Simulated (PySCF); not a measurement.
Run record for `CC(=O)C#CCCl`: PBE0/6-31G*, full TDDFT, 12 singlets.

Method: TDDFT PBE0/6-31G*, vertical, gas phase, core orbitals frozen in the response (PySCF 2.14.0, density-fitted response routines). Geometry: GFN2-xTB. The input is one job of a driver script: a line of settings, then coordinates in Å.

Command:
```bash
OMP_NUM_THREADS=1 python probes_run.py task.json out
```

Input:
```
{"job": {"kind": "uv", "xc": "PBE0", "basis": "6-31G*", "nstates": 12, "ntriplets": 2, "tda": false}, "charge": 0, "multiplicity": 1}
C     -2.256628     0.405685    -0.168044
C     -1.388357    -0.822959    -0.097674
O     -1.802147    -1.955195    -0.101120
C      0.015486    -0.508310    -0.022867
C      1.203057    -0.314246     0.042591
C      2.598804     0.010826     0.114612
Cl     2.833407     1.801326     0.093902
H     -3.303509     0.119195    -0.222547
H     -1.985686     0.993258    -1.043227
H     -2.085178     1.021452     0.712869
H      3.135894    -0.392424    -0.745475
H      3.036056    -0.359293     1.043343
```

Output:
```
coarse grid: 11240 points
cycle   1  E = -728.3166521592  dE =  1.074e+00  |g| = 8.126e-01  |ddm| = 3.585e+00
cycle   2  E = -727.8510747862  dE =  4.656e-01  |g| = 1.693e+00  |ddm| = 3.907e+00
cycle   3  E = -728.4520095429  dE = -6.009e-01  |g| = 1.932e-01  |ddm| = 2.989e+00
cycle   4  E = -728.4609671169  dE = -8.958e-03  |g| = 6.644e-02  |ddm| = 3.075e-01
cycle   5  E = -728.4619227606  dE = -9.556e-04  |g| = 2.122e-02  |ddm| = 8.298e-02
cycle   6  E = -728.4619995296  dE = -7.677e-05  |g| = 1.169e-02  |ddm| = 2.428e-02
cycle   7  E = -728.4620332287  dE = -3.370e-05  |g| = 2.871e-03  |ddm| = 1.076e-02
cycle   8  E = -728.4620349150  dE = -1.686e-06  |g| = 8.222e-04  |ddm| = 4.400e-03
final grid: 105856 points
cycle   9  E = -728.3993452071  dE = -5.937e-06  |g| = 1.093e-02  |ddm| = 3.012e-02
cycle  10  E = -728.3992782760  dE =  6.693e-05  |g| = 2.118e-02  |ddm| = 3.469e-02
cycle  11  E = -728.3993708697  dE = -9.259e-05  |g| = 2.050e-03  |ddm| = 2.580e-02
cycle  12  E = -728.3993718015  dE = -9.318e-07  |g| = 2.215e-04  |ddm| = 2.310e-03
cycle  13  E = -728.3993718145  dE = -1.305e-08  |g| = 5.836e-05  |ddm| = 4.957e-04
cycle  14  E = -728.3993718154  dE = -8.226e-10  |g| = 1.933e-05  |ddm| = 1.136e-04
converged SCF energy = -728.3993718154

Static polarisability (au): isotropic 62.912, principal 35.846 55.600 97.290

Singlet excitations
state   eV       nm        f      main configurations
  1   4.0060    309.5   0.00008   H->L 0.98
  2   5.0989    243.2   0.00014   H-1->L 0.94
  3   5.7196    216.8   0.03075   H-2->L 0.55, H->L+1 0.28, H-1->L+1 0.12
  4   6.0382    205.3   0.00070   H-2->L+1 0.96
  5   6.1493    201.6   0.02208   H->L+1 0.65, H-1->L+1 0.16, H-2->L 0.14
  6   6.5856    188.3   0.03706   H-3->L 0.74, H-1->L+1 0.14
  7   6.6888    185.4   0.00070   H-4->L 0.91
  8   6.7648    183.3   0.09362   H-4->L+1 0.54, H-1->L+1 0.20, H-3->L 0.15
  9   6.7998    182.3   0.00002   H-3->L+1 0.93
 10   7.3964    167.6   0.52288   H-4->L+1 0.41, H-1->L+1 0.30, H-2->L 0.10
 11   8.3836    147.9   0.00014   H-6->L 0.93
 12   8.3935    147.7   0.06191   H-5->L 0.70, H->L+2 0.21

Triplet excitations (Tamm-Dancoff, eV): 3.3985 4.1931
```

The SCF starts on a coarse grid where the log names one; the energy can jump when the final grid takes over, and dE then counts from the start density on the new grid. H and L stand for HOMO and LUMO; the number after each pair is its weight.

Q: Give S1 in cm⁻¹ and kJ/mol.

A: 4.0060 eV × 8065.54 = 32311 cm⁻¹; × 96.485 = 386.5 kJ/mol.

Q: Which computed singlet has the largest oscillator strength, and what do all of them sum to?

A: State 10 at 7.40 eV (168 nm), f = 0.523; the 12 states sum to 0.770.

In short: SCF converged in 14 cycles with 112 basis and 712 fitting functions; HOMO -7.62 eV, LUMO -1.45 eV; lowest singlet 4.01 eV; lowest triplet 3.40 eV (Tamm–Dancoff); mean polarisability 62.9 au.

All basis functions are spherical, in the Pople sets too.

Q: How long does this job take on an Arm Neoverse V1 with one thread, no GPU, shared host with 32 logical CPUs at a one-minute load of 8.0? And the peak memory of the process?

A: About 12 s, with 0.57 GiB resident at the peak, the Python interpreter and its libraries included.
